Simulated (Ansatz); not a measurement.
```yaml
crystal:
  periodic: [false, false, false]
  atoms:
    - {symbol: O, position_ang: [0.945203, -1.131083, 0.643707]}
    - {symbol: C, position_ang: [1.059045, 0.001614, 0.250573]}
    - {symbol: O, position_ang: [2.189858, 0.703331, 0.264894]}
    - {symbol: O, position_ang: [0.076974, 0.726537, -0.257611]}
    - {symbol: Si, position_ang: [-1.448055, -0.001526, -0.357682]}
    - {symbol: H, position_ang: [2.864378, 0.126176, 0.643544]}
    - {symbol: H, position_ang: [-1.388499, -1.184284, -1.242932]}
    - {symbol: H, position_ang: [-2.278434, 1.065948, -0.956040]}
    - {symbol: H, position_ang: [-1.932071, -0.353110, 0.994445]}
basis:
  gaussian: {orbitals: pcseg-2}
magnetization: {spin_polarized: true, initial_magnetization: 6}
hamiltonian: {xc: {name: PBE0}, dispersion: d4}
```

```sh
$ ansatz run in.yaml --threads 2 --pin off --events-out ev --progress --plain --max-ram 4352MiB
```

It prints (some lines left out):

```
Functional definition: PBE0
1125 factors; their error is unknown
mean field evaluation 1: about -15083.5450 eV, gradient 4.2e1 eV
mean field evaluation 2: about -14982.2003 eV, gradient 1.3e2 eV
mean field evaluation 4: about -15079.9805 eV, gradient 4.3e1 eV
mean field evaluation 8: about -15092.7190 eV, gradient 2.3e0 eV
mean field evaluation 16: about -15092.8550 eV, gradient 2.7e-1 eV
mean field evaluation 32: about -15092.8557 eV, gradient 6.0e-5 eV
mean field -15092.85571264 eV, -554.6522171346 hartree, gradient 1.9e-5 eV, S^2 12.014838; 6 other end points of the search recorded, 0 dependent functions left out
reference -15092.85575313 eV, -554.6522186226 hartree; 27, 21 occupied and 183, 189 virtual orbitals, 1125 factors
Total energy: -15092.99624096 eV, -554.6573814550 hartree
```

(1) What is wrong with this run?

## Answers

(1) The spin is set far too high for this molecule. The calculation finished and met its thresholds. The result belongs to that input, not to the molecule as meant.
